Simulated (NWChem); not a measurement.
System: CHO2, doublet; SMILES [O]C=O

NWChem input:

```
start job
memory heap 200 mb stack 900 mb global 1100 mb
geometry units angstroms noautoz
  O     -1.143122    -0.000000    -0.125298
  C      0.005674     0.000000     0.214791
  O      1.173921    -0.000000    -0.204183
  H      0.207611    -0.000000     1.371642
end
basis spherical
  O library def2-svpd
  C library def2-svpd
  H library def2-svpd
end
dft
  odft
  mult 2
  xc bhlyp
  iterations 150
end
tddft
  cis
  nroots 6
end
task tddft energy
```

Parts of the log:

```
             Northwest Computational Chemistry Package (NWChem) 7.3.0
             --------------------------------------------------------

 CS  symmetry detected

                             Geometry "geometry" -> ""
                             -------------------------

 Output coordinates in angstroms (scale by  1.889725989 to convert to a.u.)

  No.       Tag          Charge          X              Y              Z
 ---- ---------------- ---------- -------------- -------------- --------------
    1 O                    8.0000    -0.16205302    -1.15991288     0.00000000
    2 C                    6.0000     0.21314601    -0.02209987     0.00000000
    3 O                    8.0000    -0.16976293     1.15845975     0.00000000
    4 H                    1.0000     1.37565153     0.14422428     0.00000000

 Effective nuclear repulsion energy (a.u.)      63.3687558248

      Symmetry information
      --------------------

 Group name             Cs
 Group number              2
 Group order               2
 No. of unique centers     4

                                 NWChem DFT Module
                                 -----------------

 Summary of "ao basis" -> "ao basis" (spherical)
 ------------------------------------------------------------------------------
       Tag                 Description            Shells   Functions and Types
 ---------------- ------------------------------  ------  ---------------------
 O                         def2-svpd                 9       23   4s3p2d
 C                         def2-svpd                 8       20   4s2p2d
 H                         def2-svpd                 4        8   2s2p

      Symmetry analysis of basis
      --------------------------

        a'         52
        a"         22

            General Information
            -------------------
          SCF calculation type: DFT
          Wavefunction type:  spin polarized.
          No. of atoms     :     4
          No. of electrons :    23
           Alpha electrons :    12
            Beta electrons :    11
          Charge           :     0
          Spin multiplicity:     2
          Use of symmetry is: off; symmetry adaption is: on
          Maximum number of iterations: 150
          AO basis - number of functions:    74
                     number of shells:    30
          Convergence on energy requested:  1.00D-06
          Convergence on density requested:  1.00D-05
          Convergence on gradient requested:  5.00D-04

              XC Information
              --------------
                        BHLYP Method XC Functional
                     Hartree-Fock (Exact) Exchange  0.500
                        Slater Exchange Functional  0.500 local
                    Becke 1988 Exchange Functional  0.500 non-local
              Lee-Yang-Parr Correlation Functional  1.000

             Grid Information
             ----------------
          Grid used for XC integration:  medium
          Radial quadrature: Mura-Knowles
          Angular quadrature: Lebedev.
          Tag              B.-S. Rad. Rad. Pts. Rad. Cut. Ang. Pts.
          ---              ---------- --------- --------- ---------
          O                   0.60       49          10.0       434
          C                   0.70       49           8.0       434
          H                   0.35       45           9.0       434
          Grid pruning is: on
          Number of quadrature shells:   192
          Spatial weights used:  Erf1

      Superposition of Atomic Density Guess
      -------------------------------------

 Sum of atomic energies:        -187.51289882

      Non-variational initial energy
      ------------------------------

 Total energy =    -188.526168
 1-e energy   =    -382.172389
 2-e energy   =     130.277465
 HOMO         =      -0.311171
 LUMO         =       0.056541

   Symmetry analysis of molecular orbitals - initial alpha
   -------------------------------------------------------

  Numbering of irreducible representations:

     1 a'          2 a"

  Orbital symmetries:

     1 a'          2 a'          3 a'          4 a'          5 a'
     6 a'          7 a'          8 a'          9 a"         10 a"
    11 a'         12 a'         13 a"         14 a'         15 a'
    16 a'         17 a"         18 a'         19 a'         20 a"
    21 a'         22 a'

   Symmetry analysis of molecular orbitals - initial beta
   ------------------------------------------------------

  Numbering of irreducible representations:

     1 a'          2 a"

  Orbital symmetries:

[...]

                                NWChem TDDFT Module
                                -------------------

            General Information
            -------------------
           No. of orbitals :     148
            Alpha orbitals :      74
             Beta orbitals :      74
        Alpha frozen cores :       0
         Beta frozen cores :       0
     Alpha frozen virtuals :       0
      Beta frozen virtuals :       0
         Spin multiplicity :       2
    Number of AO functions :      74
        Use of symmetry is : off
      Symmetry adaption is : on
         Schwarz screening :  0.10D-07

              XC Information
              --------------
                 BHLYP Method XC Functional
              Hartree-Fock (Exact) Exchange   0.50
                 Slater Exchange Functional   0.50 local
             Becke 1988 Exchange Functional   0.50 non-local
       Lee-Yang-Parr Correlation Functional   1.00

             TDDFT Information
             -----------------
          Calculation type : Tamm-Dancoff TDDFT
         Wavefunction type : Unrestricted
          No. of electrons :      23
           Alpha electrons :      12
            Beta electrons :      11
              No. of roots :       6
          Max subspacesize :    5200
            Max iterations :     100
               Target root :       1
           Target symmetry : none
      Symmetry restriction : off
                 Algorithm : Optimal
        Davidson threshold :  0.10D-03

    6 smallest eigenvalue differences (eV)
--------------------------------------------------------
  No. Spin  Occ  Vir  Irrep   E(Occ)    E(Vir)   E(Diff)
--------------------------------------------------------
    1    2   11   12 a'       -0.390    -0.155     6.375
    2    2   10   12 a"       -0.429    -0.155     7.432
    3    2    9   12 a'       -0.575    -0.155    11.404
    4    2    8   12 a"       -0.577    -0.155    11.457
    5    2   11   13 a"       -0.390     0.039    11.671
    6    1   12   13 a"       -0.398     0.035    11.775
--------------------------------------------------------

  Entering Davidson iterations
  Unrestricted

  Iter   NTrls   NConv    DeltaV     DeltaE      Time
  ----  ------  ------  ---------  ---------  ---------
    1      6       0     0.18E+00   0.10+100        3.6
    2     12       0     0.92E-01   0.37E-01        4.5
    3     18       0     0.77E-01   0.90E-02        4.2
    4     24       0     0.23E-01   0.61E-02        3.7
    5     30       1     0.70E-02   0.56E-03        4.0
    6     35       4     0.44E-02   0.83E-04        4.2
    7     37       5     0.27E-02   0.37E-04        2.7
    8     38       5     0.11E-02   0.11E-04        1.9
    9     39       5     0.34E-03   0.11E-05        1.9
   10     40       5     0.10E-03   0.11E-06        1.9
   11     41       6     0.86E-04   0.99E-08        2.0
  ----  ------  ------  ---------  ---------  ---------
  Convergence criterion met

  Ground state a'       -188.843400079494 a.u.
  <S2> =   0.7610

  ----------------------------------------------------------------------------
  Root   1         a"             0.059584815 a.u.                1.6214 eV
  <S2> =   0.7682
  ----------------------------------------------------------------------------
     Transition Moments    X  0.00000   Y -0.00000   Z -0.01223
     Dipole Oscillator Strength                    0.0000059405
     Electric Quadrupole                           0.0000000001
     Magnetic Dipole                               0.0000001674
     Total Oscillator Strength                     0.0000061080

     Occ.    8 beta  a"  ---  Virt.   12 beta  a'       0.33314
     Occ.   10 beta  a"  ---  Virt.   12 beta  a'      -0.93141
     Occ.   10 beta  a"  ---  Virt.   14 beta  a'       0.06441
     Occ.   10 beta  a"  ---  Virt.   21 beta  a'       0.05845
  ----------------------------------------------------------------------------
  Root   2         a'             0.080832690 a.u.                2.1996 eV
  <S2> =   0.7750
  ----------------------------------------------------------------------------
     Transition Moments    X  0.18462   Y -0.50216   Z  0.00000
     Dipole Oscillator Strength                    0.0154254425
     Electric Quadrupole                           0.0000000013
     Magnetic Dipole                               0.0000000019
     Total Oscillator Strength                     0.0154254457

     Occ.   11 alpha a"  ---  Virt.   13 alpha a"      -0.10702
     Occ.    6 beta  a'  ---  Virt.   12 beta  a'       0.06599
     Occ.    7 beta  a'  ---  Virt.   12 beta  a'      -0.14776
     Occ.    9 beta  a'  ---  Virt.   12 beta  a'      -0.08714
     Occ.   10 beta  a"  ---  Virt.   13 beta  a"      -0.09614
     Occ.   11 beta  a'  ---  Virt.   12 beta  a'       0.96161
  ----------------------------------------------------------------------------
  Root   3         a"             0.223661449 a.u.                6.0861 eV
  <S2> =   2.2732
  ----------------------------------------------------------------------------
     Transition Moments    X  0.00000   Y -0.00000   Z  0.05988
     Dipole Oscillator Strength                    0.0005346796
     Electric Quadrupole                           0.0000000005
     Magnetic Dipole                               0.0000001349
     Total Oscillator Strength                     0.0005348151

[...]
```

Level: BHandHLYP/def2-SVPD, spin-unrestricted, TDA. Geometry: optimised at PBE0/def2-SVP, spin-unrestricted. No stability test was run on the SCF state.
